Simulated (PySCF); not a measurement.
## Ne⁺ (neon, charge +1) across methods

[He] 2s1 2p5 3s1, high-spin 4P determinant (an excited configuration). Calculation: PySCF 2.14, in aug-cc-pVQZ-DK (6s5p4d3f2g, 80 functions); the spin-free X2C one-electron Hamiltonian (Gaussian nucleus). The B2PLYP total includes its PT2 part (frozen core); its orbital energies are those of the SCF part.

```tsv
method	E (hartree)	mean ε 2p α (eV)	mean ε 2p β (eV)	mean ε 3s α (eV)	Σ⟨r²⟩ (bohr²)	⟨S²⟩
UHF	-126.02748	-59.626	-49.922	-13.355	14.46	3.753
r2SCANh	-126.3781	-48.854	-43.090	-11.086	14.44	3.752
PBE0	-126.3404	-49.772	-44.000	-11.442	14.38	3.751
LDA	-125.7057	-46.274	-41.535	-10.735	14.33	3.751
r2SCAN	-126.3865	-47.586	-42.182	-10.796	14.45	3.752
wB97M-V	-126.4036	-52.018	-46.646	-13.217	14.39	3.751
B2PLYP	-126.3716	-53.425	-46.416	-12.094	14.37	3.752
BLYP	-126.4680	-46.084	-41.648	-10.522	14.32	3.751
PBE	-126.3604	-46.209	-41.531	-10.663	14.37	3.751
```

The outer electron is Rydberg-like, and this basis confines it to a smaller radius and binds it less than a complete one would.
